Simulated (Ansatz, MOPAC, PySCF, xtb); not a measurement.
Pair of molecules: HF (SMILES F) (first 2 atoms) with C2H2 (SMILES C#C); geometry from B3LYP-D3(BJ)/def2-TZVP, rigid monomers moved along the line of their centres of mass till H2···C3 is 2.52 Å.
(charge 0, multiplicity 1):
```csv
atom,x (Å),y (Å),z (Å)
F,-0.0325,-0.0116,0.3487
H,-0.0182,-0.0044,1.2833
C,0.2599,-0.5340,3.7281
C,-0.2253,0.5616,3.7272
H,0.6909,-1.5066,3.7371
H,-0.6561,1.5344,3.7343
```

Counterpoise-corrected where a basis set is named; no monomer relaxation. Rows marked so take none.

Frozen-core correlation. CBS: X⁻³ extrapolation of the correlation energy, Hartree–Fock from the larger set. Rows in 6-31G* carry no dispersion term and start afresh at each structure (6-31G* with six Cartesian d functions). The state that PM7 reach isn't checked; PM7 holds dispersion and hydrogen-bond terms.

The values were computed with Ansatz (a program for electronic structure) with Gaussian orbitals; MOPAC for PM7 (differences of heats of formation); PySCF for 6-31G* rows, the dispersion terms; xtb for the GFN methods. 

| level | interaction energy (meV) |
|---|---|
| PM7 | -63.2 |
| GFN2-xTB | -140.0 |
| PBE/def2-TZVPPD | -179.6 |
| PBE0-D3(BJ)/def2-TZVPPD | -196.4 |
| M06-2X/6-31G* (no counterpoise) | -206.7 |
| wB97M-V/def2-TZVPPD | -182.5 |
| MP2/aug-cc-pVTZ | -167.0 |
| MP2/CBS(aug-cc-pVDZ, aug-cc-pVTZ) | [?] |
| CCSD(T)/aug-cc-pVTZ | -166.1 |

What belongs in the gaps?


- MP2/CBS(aug-cc-pVDZ, aug-cc-pVTZ), interaction energy (meV): -172.6
